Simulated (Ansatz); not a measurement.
Basis-set series for C2H6SSi, SMILES `C=C[SiH2]S`. Total charge 0; spin multiplicity 1. The structure was optimised at the PBE0-D4/def2-TZVP level. It is one conformer, not always the lowest.

```xyz
10

C     1.044   -0.716    1.215
C     0.230    0.266    0.834
Si   -0.135    0.602   -0.953
S    -2.222    0.426   -1.392
H     1.539   -1.358    0.492
H     1.254   -0.922    2.261
H    -0.248    0.878    1.597
H     0.679   -0.339   -1.766
H     0.173    2.004   -1.334
H    -2.315   -0.840   -0.952
```

```csv
functional,basis,functions,energy (Eh),HOMO (eV),LUMO (eV)
PBE0-D4,def2-SVP,94,-766.87816,-7.24,-0.62
PBE0-D4,def2-TZVPP,230,-767.20759,-7.37,-0.79
ωB97M-V,def2-SVP,94,-767.13778,-9.40,1.55
ωB97M-V,def2-TZVPP,230,-767.47267,-9.56,1.27
```

**Question.** Give the rows for def2-QZVPP. (An estimate is asked.)

**Answer.** Ansatz gave: 
```json
{"functional": "PBE0-D4", "basis": "def2-QZVPP", "functions": "434", "energy (Eh)": "-767.23407", "HOMO (eV)": "-7.40", "LUMO (eV)": "-0.84"}
{"functional": "ωB97M-V", "basis": "def2-QZVPP", "functions": "434", "energy (Eh)": "-767.49773", "HOMO (eV)": "-9.60", "LUMO (eV)": "1.14"}
```

Positive LUMOs are unbound and depend on the basis.
